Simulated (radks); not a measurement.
Excited configurations of neutral lutetium: one electron is placed in a higher orbital outside [Xe] 4f14 6s2. The ground configuration is [Xe] 4f14 5d1 6s2. All-electron calculation, non-relativistic Kohn-Sham, BLYP, spin-polarised, spherical densities, point nucleus; open shells are filled with parallel spins first (spin-orbit coupling, left out, can overturn this in heavy ions); relativity is left out, which matters for an element this heavy. Program: a radial shooting solver on a logarithmic mesh with Libxc functionals. Excitation = E - E(ground); binding = E(ion) - E, where the ion is the core of charge +1; n* = 1/sqrt(2 binding) in atomic units, and the quantum defect is n - n*.

| outer orbital | excitation (eV) | binding (eV) | n* | quantum defect | eigenvalue (eV) | <r> (bohr) |
|---|---|---|---|---|---|---|
| 6p | 1.976 | 4.386 | 1.761 | 4.239 | -2.266 | 4.829 |
| 6d | 4.799 | 1.562 | 2.951 | 3.049 | -0.634 | 10.21 |
| 7s | 4.090 | 2.271 | 2.448 | 4.552 | -1.305 | 9.343 |
| 7p | 4.652 | 1.709 | 2.821 | 4.179 | -0.961 | 11.70 |
| 7f | 5.828 | 0.533 | 5.054 | 1.946 | -0.322 | 41.14 |

The Delta-SCF ionisation energy is 6.361 eV (NIST Atomic Spectra Database: 5.426 eV, measured). Self-interaction in the functional shifts the binding energies and quantum defects, so they are the method's values and not measured ones. Relativity is left out here, which matters for elements this heavy. Open shells are spherical and high-spin; term and fine-structure splittings are not resolved.
